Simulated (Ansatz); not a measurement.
One change: `C=N[SiH](F)CCl` becomes `C=N[SiH2]F`.

Ansatz, PBE0-D4/def2-TZVP geometries, multiplicity 1. Each molecule was computed in one conformer, which needn't be the lowest.

```json
{"property": "LUMO energy (ωB97M-V/def2-TZVPP) / eV", "`C=N[SiH](F)CCl`": "0.79"}
{"property": "LUMO energy (PBE0/def2-TZVPP) / eV", "`C=N[SiH](F)CCl`": "-1.43"}
{"property": "HOMO energy (ωB97M-V/def2-TZVPP) / eV", "`C=N[SiH](F)CCl`": "-9.99"}
{"property": "size of the dipole moment (B3LYP/def2-TZVPP) / D", "`C=N[SiH](F)CCl`": "2.66"}
{"property": "HOMO–LUMO gap (PBE0/def2-TZVPP) / eV", "`C=N[SiH](F)CCl`": "6.20"}
{"property": "HOMO energy (B3LYP/def2-TZVPP) / eV", "`C=N[SiH](F)CCl`": "-7.41"}
```

**Question.** Give the same properties after the change, and the shifts. (Estimate.)

**Answer.** The calculation gave: 
```tsv
property	`C=N[SiH2]F`	shift
LUMO energy (ωB97M-V/def2-TZVPP) / eV	1.01	0.22
LUMO energy (PBE0/def2-TZVPP) / eV	-1.24	0.19
HOMO energy (ωB97M-V/def2-TZVPP) / eV	-9.90	0.09
size of the dipole moment (B3LYP/def2-TZVPP) / D	1.18	-1.48
HOMO–LUMO gap (PBE0/def2-TZVPP) / eV	6.31	0.11
HOMO energy (B3LYP/def2-TZVPP) / eV	-7.33	0.08
```

With PBE0 the HOMO rises by 0.08 eV and the LUMO rises by 0.19 eV, so the gap widens by about 0.11 eV. PBE moves the HOMO by 0.07 eV and ωB97M-V by 0.09 eV. Dipoles are sizes alone; their direction can turn.

B3LYP here is the variant with VWN-RPA as its local correlation; programs differ in this.
